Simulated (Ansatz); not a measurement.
Input file for Ansatz (a first-principles code): U-PBE/def2-TZVPP on CdH3N (SMILES [NH2][CdH]), a point of a bond scan (R = 1.115 Å). Elements past Kr take the def2 small-core potentials; no spin–orbit coupling.

Ansatz 0.2 input:
```yaml
crystal:
  periodic: [false, false, false]
  atoms:
    - {symbol: Cd, position_ang: [-0.19315055, -0.04077904, -0.22746535]}
    - {symbol: H, position_ang: [-1.20927786, -0.23635281, -1.52039316]}
    - {symbol: N, position_ang: [1.16167798, 0.26842501, 1.25041043]}
    - {symbol: H, position_ang: [1.53280518, -0.65993024, 1.74343837]}
    - {symbol: H, position_ang: [0.84969212, 0.89030603, 1.98723929]}
basis:
  gaussian:
    orbitals: def2-TZVPP
hamiltonian:
  xc: {name: PBE}
magnetization: {spin_polarized: true, initial_magnetization: 0}
```

The head of its log:

```
WARN ansatz: RAYON_NUM_THREADS=1 ignored (pool sized by the plan → 1); use --threads N
Functional definition: PBE
integrals: 0.03 GiB planned
714 factors; their error is unknown
mean field: 0.41 GiB planned
mean field evaluation 1: about -6090.2138 eV, gradient 5.5e1 eV
mean field evaluation 2: about -6005.4643 eV, gradient 1.1e2 eV
```

**Question.** What total energy does the run end on?

**Answer.** -224.2567 hartree.
